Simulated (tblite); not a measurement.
A geometry optimisation, step by step.

C4H7BGeO3.
Atom-mapped SMILES: `[CH:1]#[C:2][CH2:3][Ge@H:4]([CH:5]=[O:6])[B:7]([OH:8])[OH:9]` (hydrogens: H10 on C1; H11, H12 on C3; H13 on Ge4; H14 on C5; H15 on O8; H16 on O9)

Computed with GFN2-xTB (tblite), gas phase: L-BFGS steps from a force-field or distance-geometry start until the largest atomic force falls under 0.01 eV/Å. 5 of its 176 geometries are shown.

Step 0: E = -745.0250 eV, largest atomic force 3.864 eV/Å
```
atom  x, y, z in Å  |  force x, y, z in eV/Å
C1      2.679   -1.166    0.903   -0.966   1.303  -1.178
C2      2.082   -0.389    0.170    1.610  -1.668   1.394
C3      1.388    0.533   -0.698    0.959   0.899  -0.492
Ge4    -0.500    0.543   -0.233   -0.357  -0.901  -0.219
C5     -0.975    2.204    0.639   -2.380   0.878   0.356
O6     -2.127    2.407    1.021    1.561  -0.271  -0.419
B7     -0.996   -0.985    1.000   -2.601  -2.852  -0.168
O8     -0.404   -2.321    0.873   -1.002   1.988  -0.516
O9     -2.387   -0.962    1.492    1.725   0.206  -2.184
H10     3.198   -1.842    1.552   -0.432   0.521  -0.516
H11     1.753    1.579   -0.512    0.082  -0.702  -0.121
H12     1.562    0.332   -1.775    0.066  -0.098   0.621
H13    -1.310    0.415   -1.548    0.045   0.149   0.362
H14    -0.238    2.992    0.779    0.449   0.323   0.227
H15    -0.775   -2.779    0.084    0.374   0.466   1.236
H16    -2.958   -0.553    0.778    0.867  -0.242   1.617
```

Step 44: E = -746.9784 eV, largest atomic force 0.134 eV/Å
```
atom  x, y, z in Å  |  force x, y, z in eV/Å
C1      2.776   -1.095    0.909    0.003   0.029  -0.009
C2      2.188   -0.339    0.190   -0.046  -0.019   0.008
C3      1.460    0.542   -0.687    0.012   0.014  -0.012
Ge4    -0.533    0.503   -0.399   -0.035  -0.050   0.010
C5     -1.029    2.150    0.639    0.057  -0.070   0.016
O6     -2.114    2.244    1.158    0.007   0.040   0.059
B7     -1.342   -1.154    0.530    0.046   0.060  -0.019
O8     -0.562   -2.234    0.413    0.016   0.051  -0.028
O9     -2.469   -1.187    1.256    0.034   0.033  -0.001
H10     3.318   -1.750    1.524   -0.012   0.021   0.008
H11     1.800    1.571   -0.538    0.054   0.002  -0.021
H12     1.668    0.259   -1.720    0.024   0.008  -0.009
H13    -1.102    0.913   -1.753   -0.004  -0.040  -0.020
H14    -0.294    2.978    0.748   -0.097   0.013   0.014
H15    -0.815   -3.023    0.893   -0.088  -0.095   0.033
H16    -2.959   -0.370    1.360    0.031   0.001  -0.030
```

Step 88: E = -747.0572 eV, largest atomic force 0.058 eV/Å
```
atom  x, y, z in Å  |  force x, y, z in eV/Å
C1      2.790   -0.907    1.037    0.022   0.006   0.009
C2      2.228   -0.238    0.218   -0.025   0.012   0.039
C3      1.518    0.550   -0.754    0.021  -0.008  -0.011
Ge4    -0.482    0.423   -0.504   -0.008  -0.002   0.020
C5     -1.062    1.956    0.660    0.030   0.010   0.019
O6     -2.040    1.829    1.365    0.014   0.038   0.033
B7     -1.349   -1.167    0.475   -0.004  -0.029  -0.014
O8     -0.906   -2.395    0.171    0.022  -0.045  -0.012
O9     -2.278   -0.977    1.414   -0.040  -0.025   0.034
H10     3.323   -1.482    1.734   -0.007  -0.005   0.014
H11     1.833    1.594   -0.679   -0.028   0.006  -0.012
H12     1.770    0.189   -1.751   -0.010   0.003  -0.040
H13    -1.053    0.892   -1.838    0.016  -0.003  -0.016
H14    -0.509    2.918    0.700   -0.013  -0.001  -0.025
H15    -1.281   -3.120    0.678   -0.003   0.037  -0.025
H16    -2.511   -0.056    1.599    0.014   0.007  -0.011
```

Step 131: E = -747.0991 eV, largest atomic force 0.044 eV/Å
```
atom  x, y, z in Å  |  force x, y, z in eV/Å
C1      2.734   -0.469    1.345   -0.015   0.008   0.000
C2      2.181   -0.056    0.365   -0.022  -0.004   0.007
C3      1.487    0.443   -0.792    0.010   0.005   0.003
Ge4    -0.525    0.363   -0.577    0.006  -0.025   0.015
C5     -0.923    1.885    0.671    0.004   0.022  -0.011
O6     -1.371    1.670    1.776    0.011  -0.002  -0.001
B7     -1.424   -1.242    0.354    0.006   0.014  -0.015
O8     -1.563   -2.376   -0.349    0.023  -0.026  -0.027
O9     -1.880   -1.149    1.606   -0.005   0.019   0.023
H10     3.246   -0.822    2.190   -0.005  -0.004  -0.009
H11     1.778    1.481   -0.971   -0.015  -0.012  -0.019
H12     1.759   -0.145   -1.671    0.008  -0.019   0.026
H13    -0.993    0.871   -1.936   -0.028   0.013   0.001
H14    -0.731    2.937    0.374    0.002   0.006   0.021
H15    -2.000   -3.097    0.111    0.012   0.001  -0.004
H16    -1.782   -0.285    2.028    0.009   0.003  -0.008
```

Step 175: E = -747.1105 eV, largest atomic force 0.009 eV/Å
```
atom  x, y, z in Å  |  force x, y, z in eV/Å
C1      2.571   -0.381    1.408    0.005  -0.002   0.002
C2      2.082   -0.037    0.370   -0.004  -0.002   0.000
C3      1.437    0.368   -0.851   -0.003   0.002   0.006
Ge4    -0.568    0.421   -0.602   -0.004  -0.003   0.007
C5     -0.842    1.900    0.730    0.000  -0.009   0.001
O6     -1.224    1.636    1.849    0.001   0.000  -0.008
B7     -1.401   -1.222    0.314    0.002   0.007   0.000
O8     -1.491   -2.351   -0.408    0.000   0.003  -0.002
O9     -1.811   -1.176    1.585   -0.001   0.002  -0.004
H10     3.041   -0.677    2.298    0.000   0.005   0.001
H11     1.798    1.351   -1.156    0.002   0.006  -0.002
H12     1.669   -0.346   -1.643    0.002  -0.002  -0.002
H13    -1.064    0.998   -1.925   -0.004   0.000   0.000
H14    -0.640    2.960    0.478    0.005   0.003   0.001
H15    -1.859   -3.111    0.050   -0.004  -0.003   0.006
H16    -1.707   -0.323    2.026    0.003  -0.006  -0.005
```

**Question.** Summarise the path.

**Answer.** The energy falls by 2.0855 eV from step 0 to step 175; nine tenths of that is first reached at step 21. It rises by more than 0.2 meV at steps 113 and 115. The largest force goes from 3.864 to 0.009 eV/Å. Among the bonds B7–O9 changes most, from 1.476 to 1.336 Å; the atoms move by 0.984 Å rms after alignment.

The cost below is that of the whole relaxation. The run took 1.3 s of wall time on one thread, Arm Neoverse V1 (aarch64) (shared host).
